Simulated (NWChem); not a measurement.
System: MnClF, sextet; SMILES [F][Mn][Cl]

The following NWChem deck was run.

```
start job
memory heap 200 mb stack 900 mb global 1100 mb
geometry units angstroms noautoz
  Mn    -0.045933     0.400552     0.000000
  F     -0.079738     2.170828     0.000000
  Cl    -0.004207    -1.774465     0.000000
end
basis spherical
  Mn library def2-tzvp
  F library def2-tzvp
  Cl library def2-tzvp
end
dft
  odft
  mult 6
  xc xpbe96 cpbe96
  iterations 150
  mulliken
end
task dft energy
```

All runs use the structure optimised with PBE-D3(BJ)/def2-SVP, spin-unrestricted. The spin multiplicity was typed, not searched, and may not be the lowest. No stability test was run on the SCF state.

Q: Give the results of this calculation. (PBE/def2-TZVP, spin-unrestricted.) Quantities: energy (Ha); highest occupied level (eV); lowest empty minus highest occupied level, either spin (eV); dipole (D); <S²>.

A: 
```yaml
energy (Ha): -1710.71
highest occupied level (eV): -6.80
lowest empty minus highest occupied level, either spin (eV): 2.45
dipole (D): 0.25
"<S²>": 8.76
```
